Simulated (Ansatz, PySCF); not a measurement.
boroxine (B3H3O3), SMILES B1OBOBO1.

Geometry optimised at ωB97X-D3(BJ)/def2-SVP.

Vertical ionisation energy (IE) and electron affinity (EA) in eV. Rows of orbital energies are one-electron estimates. Where ΔSCF, EOM or ADC give a negative EA the extra electron is unbound and the value depends on the basis.

```tsv
level	IE	EA
−ε(HOMO), −ε(LUMO), ωB97X/def2-TZVP (PySCF)	(withheld)	(withheld)
−ε(HOMO), −ε(LUMO), PBE/def2-TZVP (PySCF)	8.01	1.69
ΔSCF, PBE0/def2-SVPD (Ansatz), final states of multiplicity 2 and 2	11.92	-1.06
ΔSCF, PBE/def2-SVPD (Ansatz), final states of multiplicity 2 and 2	11.28	-0.82
```

Question: Complete the blanks. (The exact figures need the calculation; the answer reports its results.)

Answer: 
- −ε(HOMO), −ε(LUMO), ωB97X/def2-TZVP (PySCF), IE: 12.11
- −ε(HOMO), −ε(LUMO), ωB97X/def2-TZVP (PySCF), EA: -1.71

Question: What vertical singlet–triplet gap does ΔSCF give with PBE0/def2-SVPD (Ansatz, an electronic-structure program) and with PBE/def2-SVPD (Ansatz)? (Estimate from the structure and the level; the computed values follow.)

Answer: 6.95 and 6.15 eV (triplet above singlet where positive).
